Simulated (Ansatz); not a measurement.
One change: `C[SiH](F)[SeH]` becomes `C[SiH](O)F`.

Ansatz, PBE0-D4/def2-TZVP geometries, multiplicity 1. Each molecule was computed in one conformer, which needn't be the lowest.

Scalar relativity is left out up to krypton.

| property | `C[SiH](F)[SeH]` |
| --- | --- |
| LUMO energy (B3LYP/def2-TZVPP) / eV | -0.25 |
| LUMO energy (ωB97M-V/def2-TZVPP) / eV | 1.86 |
| LUMO energy (PBE/def2-TZVPP) / eV | -0.86 |
| HOMO–LUMO gap (PBE/def2-TZVPP) / eV | 5.28 |
| size of the dipole moment (PBE/def2-TZVPP) / D | 1.88 |
| LUMO energy (PBE0/def2-TZVPP) / eV | 0.03 |

Q: Give the same properties after the change, and the shifts. (Estimate.)

A: The calculation gave: 
```tsv
property	`C[SiH](O)F`	shift
LUMO energy (B3LYP/def2-TZVPP) / eV	0.32	0.57
LUMO energy (ωB97M-V/def2-TZVPP) / eV	2.14	0.28
LUMO energy (PBE/def2-TZVPP) / eV	-0.17	0.69
HOMO–LUMO gap (PBE/def2-TZVPP) / eV	7.26	1.98
size of the dipole moment (PBE/def2-TZVPP) / D	2.10	0.22
LUMO energy (PBE0/def2-TZVPP) / eV	0.70	0.67
```

With PBE0 the HOMO falls by 1.59 eV and the LUMO rises by 0.67 eV, so the gap widens by about 2.26 eV. PBE moves the HOMO by -1.29 eV and ωB97M-V by -1.70 eV. Dipoles are sizes alone; their direction can turn.

B3LYP here is the variant with VWN-RPA as its local correlation; programs differ in this.

Spin–orbit coupling is left out; it splits and shifts lone-pair levels of the heavy atoms by tenths of an eV.
